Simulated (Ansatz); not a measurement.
```yaml
atoms:
  - { symbol: Cu, position_ang: [0.0000, 0.0000, 0.0000] }
  - { symbol: Cl, position_ang: [0.0000, 0.0000, 2.0500] }
```

Basis set: pcseg-2 (spherical functions). Charge 0, multiplicity 1.

Computed with Ansatz (development build ahead of 0.2.0); each method stands on the lowest determinant of its kind that the runs found. Restricted functionals stand beside restricted open-shell atoms, which can lie above the unrestricted atoms usual in DFT and then raise those values.

The atomization energy at this shape (free ground-state atoms in the same class of orbitals less the molecule, no zero-point energy) of singlet CuCl:

| method | atomization energy |
| --- | --- |
| PBE (restricted) | 88.43 kcal/mol |

(1) What does PBE0 (unrestricted) give?

## Answers

(1) 84.66 kcal/mol.

The shape needn't be a minimum at these levels.
